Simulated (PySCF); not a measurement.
Species: C4H11BO.
Structure used (PBE0-D3(BJ)/def2-SVP), in Å, numbered top down from 1:
```
atom  x, y, z in Å
B1     2.2745    0.5171   -0.1908
O2     0.6851    0.2264   -0.3035
C3    -0.1884    1.2347    0.2200
C4    -1.5701    0.5964    0.1576
C5    -1.2911   -0.9230    0.1507
C6     0.2270   -1.0290    0.2137
H7     2.7852   -0.4324   -0.7621
H8     2.4902    0.5532    1.0182
H9     2.4154    1.5888   -0.7568
H10   -0.0536    2.1292   -0.3992
H11    0.1327    1.4607    1.2509
H12   -2.0985    0.8969   -0.7575
H13   -2.1866    0.9098    1.0110
H14   -1.7572   -1.4432    0.9984
H15   -1.6767   -1.3829   -0.7695
H16    0.6071   -1.1311    1.2443
H17    0.6710   -1.8142   -0.4092
```

Level: wB97X-D/def2-SVPD in PySCF, non-relativistic, on one gas-phase PBE0-D3(BJ)/def2-SVP geometry that isn't relaxed in the solvent. The solvent is an IEF-PCM continuum (van der Waals radii × 1.2). The model holds no explicit solvent molecules, cavitation or dispersion.

Gas phase at wB97X-D/def2-SVPD: HOMO -9.58 eV, LUMO 1.92 eV, dipole 5.57 D.

Question: What does the continuum do to the energy, the frontier levels and the dipole at wB97X-D/def2-SVPD in benzene and chloroform?

Answer: 
| solvent | ε | E(solvent) − E(gas) (kcal/mol) | polarisation term (kcal/mol) | distortion of the solute (kcal/mol) | HOMO (eV) | LUMO (eV) | dipole (D) |
| --- | --- | --- | --- | --- | --- | --- | --- |
| benzene | 2.271 | -3.66 | -3.96 | 0.30 | -9.82 | 2.13 | 6.16 |
| chloroform | 4.711 | -5.67 | -6.39 | 0.72 | -9.95 | 2.17 | 6.49 |

The polarisation term is half the interaction of the solute with the surface charges that it induces; the rest is the cost of distorting the solute's density. The sum is the electrostatic part of solvation alone. The atom shares or the degeneracy of the LUMO differ from the gas phase in chloroform, so that column needn't follow one orbital. From benzene to chloroform the lowering changes by a factor 1.55, Onsager's factor (ε − 1)/(2ε + 1) by 1.55 and ε itself by 2.1.

Question: Which radius a makes the point-dipole formula ΔE = −[(ε − 1)/(2ε + 1)]·μ²/a³ give the value in chloroform, with the gas-phase dipole?

Answer: μ = 2.190 au and |ΔE| = 0.00903 Eh give a = 3.04 Å; the farthest nucleus lies 2.89 Å from the centroid of the nuclei. The formula assumes a rigid point dipole at the centre of a sphere.

Question: Give the dipole vector in the frame of the coordinates (D, pointing from negative to positive charge), gas and chloroform.

Answer: Gas (-5.40, -0.99, 0.92), solvent (-6.28, -1.16, 1.12). Its length changes by +17 % and its direction by less than 1°.

Question: How does the static polarisability (wB97X-D/def2-SVPD, frozen core, with the continuum's full static response) change?

Answer: 
```
    medium  isotropic (au)  principal values (au)  ⟨r²⟩ of the electrons (bohr²)
       gas            68.8       61.2, 69.9, 75.1                          613.7
   benzene            77.8       70.1, 79.7, 83.6                          614.1
chloroform            84.1       77.1, 86.5, 88.7                          614.4
```

The isotropic value in chloroform is 1.22 times the gas-phase one; no cavity-field correction is applied. ⟨r²⟩ is taken about the centre of nuclear charge.

Note: wB97X-D ran without an empirical dispersion term, which enters the total energy and its gradient alone.
